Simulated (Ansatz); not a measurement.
Correlation energies of CH4AlBO by basis set

Z-matrix (Å, degrees):
```
Al
C 1 1.948
O 1 1.983 2 37.0
B 1 2.117 2 116.2 3 -95.5
H 1 1.585 2 114.3 3 90.6
H 2 1.105 1 169.8 3 -178.5
H 4 1.200 1 122.8 2 63.5
H 4 1.200 1 122.4 2 -115.2
```

The species carries charge 0 and has multiplicity 1. The bonds changed during the relaxation, so this is another structure than the one it started from. The structure was optimised at the PBE0-D4/def2-TZVP level. It is one conformer, not always the lowest. Frozen core, restricted reference, the Gaussian-basis code of Ansatz. CBS rows extrapolate triple and quadruple zeta; past MP2 they add the triple-zeta difference.

```json
{"basis": "def2-SVP", "HF (Eh)": "-381.40301", "MP2 corr.": "-0.44864"}
{"basis": "def2-TZVPP", "HF (Eh)": "-381.65391", "MP2 corr.": "-0.55657"}
{"basis": "def2-QZVPP", "HF (Eh)": "-381.66772", "MP2 corr.": "-0.59702"}
```

Question: Estimate the CCSD correlation energy and the (T) correction in each basis where they were run (hartree).

Answer: 
```
     basis  CCSD corr.       (T)
  def2-SVP    -0.49115  -0.01524
def2-TZVPP    -0.59383  -0.02401
 CBS(def2)    -0.66423     as TZ
```
